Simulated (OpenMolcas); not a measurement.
An OpenMolcas run meant for Pm³⁺ (ANO-R2, X2C; inactive shells 1s 2s 2p 3s 3p 3d 4s 4p 4d 5s 5p; intended active space 4 electrons in 7 orbitals (4f)). One step of its input:

```
&CASPT2
Multistate=35 1 2 3 4 5 6 7 8 9 10 11 12 13 14 15 16 17 18 19 20 21 22
23 24 25 26 27 28 29 30 31 32 33 34 35
Frozen=14 9
IPEA=0.25
Imaginary=0.1
MaxIter=60
WThr=0.0 0.3 0.05
PrWF=0.5
NoMix
Deleted=16 20
```

The run finished. Its levels beside those of a sound run (SS-CASPT2, IPEA 0.25 Eh, imaginary shift 0.1 Eh (closed shells correlated: 5s 5p)), in cm-1 above each run's lowest level:

```
         Level  This run  Usual run
       4f4 5I4       0.0        0.0
       4f4 5I5      1567       1596
       4f4 5I6      3312       3355
       4f4 5I7      5182       5215
       4f4 5I8      7140       7140
       4f4 5F1     16108      14293
       4f4 5F2     16635      14797
       4f4 5F3     17534      15714
       4f4 5S2     18319      16514
       4f4 5F4     18611      16749
       4f4 5F5     20068      18231
       4f4 3K6     20266      18261
       4f4 3K7     21807      19827
4f4 3H4 [59 %]     22875      20005
```

**Question.** Which setting is unsound, and how much does it matter here?

**Answer.** Nearly half of the orbitals are deleted from the virtual space, which removes much of the correlation energy. Against the sound run the excited levels shown move by 1400 cm-1 on average and by 2900 cm-1 at most.

CASPT2 does not keep the components of a term degenerate, so their means are used; among the terms shown or strongly mixed into the levels shown the widest spread is 370 cm-1 (4f4 5I, the sound run). High states are left out of the spin-orbit mixing, which shifts the levels that they would mix with. Levels of configurations outside the active space are missing.

A share in square brackets marks a mixed level and gives the weight of the term that names it, the lowest over the columns.
